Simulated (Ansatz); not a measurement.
Ligand exchange: BH2Cl + Sn(CH3)(SH) → BH2(SH) + Sn(CH3)Cl

Species: BH2Cl `BCl`, singlet; Sn(CH3)(SH), singlet; BH2(SH), singlet; Sn(CH3)Cl, singlet. The partners trade Cl for SH: B–Cl and Sn–SH bonds give way to B–SH and Sn–Cl.

Shapes, held fixed at every level: PBE0-D4/def2-TZVP. Flexible molecules stand in one conformer, not always the lowest. Programs: Ansatz 0.2.0. The zero-point and thermal change to 298 K, harmonic and unscaled (PBE0-D4/def2-TZVP), is +1.2 kJ/mol.

| level | kind | ΔH(298 K) (kJ/mol) | less CCSD(T)/def2-TZVPP |
| --- | --- | --- | --- |
| HF/def2-TZVPP | Hartree–Fock | -36.9 | -6.6 |
| SPW92/def2-TZVPP | LDA | -33.5 | -3.2 |
| B3LYP-D4/def2-TZVPP | global hybrid | -34.5 | -4.2 |
| wB97M-V/def2-TZVPP | range-separated hybrid | -34.9 | -4.6 |
| MP2/def2-SVP | perturbation theory | -27.5 | +2.8 |
| CCSD/def2-TZVPP | coupled cluster or CI | -31.8 | -1.5 |
| CCSD(T)/def2-TZVPP | coupled cluster or CI | -30.3 | 0.0 |

The highest level, CCSD(T)/def2-TZVPP, gives ΔH(298 K) = -30.3 kJ/mol; the levels span -36.9 to -27.5. The column of differences is taken from that level and isn't an error. No measured value is set beside it here. For atoms past krypton def2 sets carry core potentials with scalar relativity. Outer-core shells of Sn are correlated, in sets that cover them unevenly.
